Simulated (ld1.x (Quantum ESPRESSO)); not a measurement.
**Configuration tests for iron (Fe) (TM)**

```json
{
 "Element": "iron (Fe)",
 "Generator": "ld1.x (Quantum ESPRESSO) 7.5",
 "Type": "norm-conserving Troullier–Martins (Kleinman–Bylander form)",
 "Functional": "PBE",
 "Relativity": "scalar-relativistic",
 "Frozen core": "[Ar]",
 "Valence charge": "8",
 "Reference configuration": "3d6 4s0.5 4p0 (charge +1.5)",
 "Partial waves": "4s (bound): rc 1.26 bohr; 4p (bound, empty): rc 2.40 bohr; 4f channel at 0.05 Ry: rc 2.60 bohr; 3d (bound): rc 1.20 bohr",
 "Local potential": "the d channel",
 "Core correction": "Bessel-smoothed model core inside 1.05 bohr"
}
```

Energies are relative to the spin-unpolarised reference configuration 3d6 4s0.5 4p0; without spin polarisation the order of configurations can differ from experiment.

(1) Give the all-electron excitation energy and the error of the potential for: 3d6 4s2 4p0; 3d6 4s1 4p0; 3d6 4s0 4p0; 3d6 4s0 4p1; 3d6.5 4s1.5 4p0; 3d6 4s1.5 4p0; 3d7 4s1 4p0.

Levels in the configuration 3d6.5 4s1.5 4p0:

| level | all-electron (eV) | pseudo (eV) |
| --- | --- | --- |
| 3d | -5.481 | -5.423 |
| 4s | -4.739 | -4.745 |

Note: ghost states, extra bound levels that the all-electron valence spectrum of the same l lacks: p at -142.0 eV, s at -109.4 eV. A true bound ghost makes a file unfit for plane-wave use.

Answers

(1)

| valence configuration | charge | ΔE all-electron (eV) | error AE − PS (meV) |
| --- | --- | --- | --- |
| 3d6 4s2 4p0 | 0 | -15.845 | -12 |
| 3d6 4s1 4p0 | +1 | -7.116 | -2.0 |
| 3d6 4s0 4p0 | +2 | 9.087 | -5.0 |
| 3d6 4s0 4p1 | +1 | -2.062 | -9.4 |
| 3d6.5 4s1.5 4p0 | 0 | -16.572 | -24 |
| 3d6 4s1.5 4p0 | +0.5 | -12.361 | -6.8 |
| 3d7 4s1 4p0 | 0 | -16.636 | -68 |
